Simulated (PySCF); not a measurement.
Method: PBE0 in PySCF with Sb def2-TZVP with ECP28, H def2-TZVP; scalar-relativistic core potentials, no spin–orbit coupling; density-fitted integrals.

Each entry is the lowest minimum that a search over a few typed start shapes (and spin states, where more than one is plausible) found, or that minimum re-optimised at the stated level; isomers with ligand–ligand bonds, or fragments after loss of a ligand pair, can lie lower. Open shells are unrestricted.

SbH₄ is a doublet of C2v symmetry with Sb–H 1.696 Å (×2), Sb–H 1.830 Å (×2); H–Sb–H 91.8° (×4), H–Sb–H 96.0°, H–Sb–H 174.6°. Its wavenumbers are 496, 609, 775, 817, 840, 1123, 1520, 2017, 2026 cm⁻¹.

Problem. What changes when one electron is removed, giving SbH₄⁺?

Solution. It costs 6.10 eV between the minima (6.23 eV with zero-point energy). SbH₄⁺ is a singlet of Td symmetry with Sb–H 1.665 Å (×4); H–Sb–H 109.5° (×6); wavenumbers 724 (×3), 830 (×2), 2122, 2160 (×3) cm⁻¹.
